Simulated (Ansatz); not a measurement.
Z-matrix (Å, degrees):
```
Si
C 1 1.932
N 1 1.706 2 114.2
H 1 1.481 2 104.9 3 -119.9
H 1 1.481 2 105.6 3 120.7
F 2 1.373 1 110.7 3 176.8
O 2 1.354 1 111.6 3 -60.6
F 2 1.375 1 110.9 3 61.8
H 3 1.007 1 120.2 2 71.4
H 3 1.007 1 120.2 2 -74.1
H 7 0.968 2 108.9 1 179.4
```

Charge 0, multiplicity 1.

Problem. List the PBE0/def2-TZVPP orbital energies in eV (the Gaussian-basis code of Ansatz). (An estimate is asked.)

Solution. The calculation gave: Occupied: -1802.93, -674.18, -674.18, -523.74, -391.15, -283.24, -145.23, -99.89, -99.89, -99.88, -35.15, -33.30, -29.92, -24.12, -19.33, -16.57, -15.86, -15.56, -14.14, -14.08, -12.98, -12.27, -11.50, -11.26, -11.05, -9.89, -9.75, -9.52, -7.75. Lowest empty: 0.29, 1.16, 1.46, 2.02, 2.22, 2.55, 2.64, 3.84.
